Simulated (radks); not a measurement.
The numbers below are computed, except where a source is named.
Question: Level of theory: scalar-relativistic Kohn-Sham, LB94 model potential, spin-polarised, spherical densities, finite nucleus; Fermi nuclear charge, rms radius of each element as measured or else 0.836 A^(1/3) + 0.57 fm (a radial shooting solver on a logarithmic mesh with Libxc functionals). Response by self-consistent Sternheimer equations with the Hartree and adiabatic LDA kernel, the relativistic mass of each level held fixed and spin-orbit coupling left out. Estimate the static dipole polarisabilities of F7+ ([He]) and He ([He]) and the C6 coefficients of the three pairs.

Answer: alpha = 0.001644 and 1.390 bohr^3; C6 = 0.00006145 (F7+-F7+), 0.003563 (F7+-He), 1.468 (He-He) hartree bohr^6.
